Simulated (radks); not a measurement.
Values are calculated unless marked as measured or tabulated.
The potassium anion K-, [Ar] 4s2, held by a Watson sphere: a shell of charge +1 at radius R that stands for the Madelung well of a crystal (potential energy -1/R inside, -1/r outside, in hartree with lengths in bohr). Code: a radial shooting solver on a logarithmic mesh with Libxc functionals. Model: non-relativistic Kohn-Sham, PBE, spin-polarised, spherical densities, point nucleus. Response by self-consistent Sternheimer equations with the Hartree and adiabatic LDA kernel. The sphere does not respond.

R (bohr),e(3s) (eV),e(3p) (eV),e(4s) (eV),<r> 4s (bohr),sum of <r^2> (bohr^2),X-ray form factor at sin(theta)/lambda = 0.3 1/angstrom,alpha (bohr^3)
2.17,-38.732,-22.540,-3.599,4.212,60.25,10.997,175.9
2.4,-37.928,-21.769,-3.585,4.237,60.88,10.987,178.6
2.62,-37.279,-21.135,-3.563,4.272,61.63,10.983,182.9
2.82,-36.780,-20.643,-3.536,4.313,62.46,10.982,188.3
3.79,-35.275,-19.127,-3.323,4.597,68.01,10.984,232.9
4.02,-35.067,-18.914,-3.259,4.675,69.60,10.984,247.3
4.31,-34.855,-18.697,-3.175,4.775,71.70,10.983,267.2
4.99,-34.507,-18.340,-2.971,5.009,76.86,10.980,320.4
5.15,-34.447,-18.277,-2.923,5.063,78.10,10.980,334.1
